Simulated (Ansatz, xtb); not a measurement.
# Relative energy of two isomers of GeH9NOSi2

Structure I is `O[SiH2]N[SiH2][GeH3]`, a singlet and structure II is `O[Si@@H]([GeH3])N[SiH3]`, a singlet. Both are isolated molecules in the gas phase, relaxed with PBE-D3(BJ)/def2-SVP; each stands in its lowest conformer found.

Task: Which of the two would you expect CCSD(T)/def2-SVP + ΔMP2/def2-TZVPP electronic energies to favour?

Result: Structure I; the calculation gives E(II) − E(I) = +0.056 eV.

How the difference moves with the method:

| level | geometry | E(II) − E(I) (eV) | departure from the last row (eV) | job, with rough time for the two |
| --- | --- | --- | --- | --- |
| PBE-D3(BJ)/def2-SVP | PBE-D3(BJ)/def2-SVP | +0.056 | 0.000 | optimisation, 8 min |
| HF/def2-SVP | PBE-D3(BJ)/def2-SVP | +0.078 | +0.022 | part of the CCSD(T) run |
| MP2/def2-SVP | PBE-D3(BJ)/def2-SVP | +0.065 | +0.008 | part of the CCSD(T) run |
| CCSD(T)/def2-SVP | PBE-D3(BJ)/def2-SVP | +0.062 | +0.005 | single point |
| CCSD(T)/def2-SVP + ΔMP2/def2-TZVPP | PBE-D3(BJ)/def2-SVP | +0.056 |  | single point, 3.8 min |

As drawn, both hold the same kinds of bond in the same numbers.

The levels shown agree on the order. The largest departure from CCSD(T)/def2-SVP + ΔMP2/def2-TZVPP is that of HF/def2-SVP, 0.022 eV. A small imaginary or near-zero mode remains, so no thermal terms are given. Levels run at GFN2-xTB geometries aren't shown. The last row adds to CCSD(T) the change of the MP2 difference between the two basis sets, here −0.005 eV.

The correlated steps freeze 21 core orbitals; the filled d shell of Ge is correlated, in a basis made for valence electrons. Run with Ansatz 0.2.0, xtb 6.7.1; the last row on 2 threads of AMD EPYC (Zen 3) on a shared host.
